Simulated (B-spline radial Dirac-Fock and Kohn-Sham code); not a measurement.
Two-hole binding energies of Pb⁶⁺

System: Pb⁶⁺, [Xe] 4f14 5d8.

Calculated with a radial finite-basis atomic code, using Dirac-Fock energy differences between relaxed states, corrected for Breit and QED terms. U is the two-hole binding energy less the two single-hole energies, the effective repulsion of the holes after relaxation. Each two-hole energy is an average over J within one jj subconfiguration.

```
          holes  E(a) (eV)  E(b) (eV)  E(ab) (eV)  U (eV)
           1s⁻²    88091.5    88091.5    177833.4  1650.4
   1s⁻¹ 2p1/2⁻¹    88091.5    15291.0    103881.2   498.7
   1s⁻¹ 3p1/2⁻¹    88091.5     3650.7     91894.9   152.7
           2s⁻²    15959.1    15959.1     32183.0   264.9
2p1/2⁻¹ 2p3/2⁻¹    15291.0    13126.6     28703.3   285.7
   2p1/2⁻¹ 3s⁻¹    15291.0     3949.1     19350.7   110.6
   2s⁻¹ 3p3/2⁻¹    15959.1     3162.7     19226.2   104.5
2p1/2⁻¹ 3p3/2⁻¹    15291.0     3162.7           ?       ?
        3p1/2⁻²     3650.7     3650.7      7390.4    89.0
3p1/2⁻¹ 3p3/2⁻¹     3650.7     3162.7      6890.2    76.8
        3p3/2⁻²     3162.7     3162.7      6400.7    75.3
        4f5/2⁻²      231.6      231.6       498.7    35.5
        4f7/2⁻²      226.8      226.8       489.0    35.5
        5p3/2⁻²      171.8      171.8       364.5    20.9
```

Question: Give the missing two-hole energy and U.

Answer: E(ab) = 18563.9 eV and U = 110.1 eV.

Run: 50 s of CPU time on 1 thread of Neoverse-V1 (shared host), peak memory 0.57 GiB.
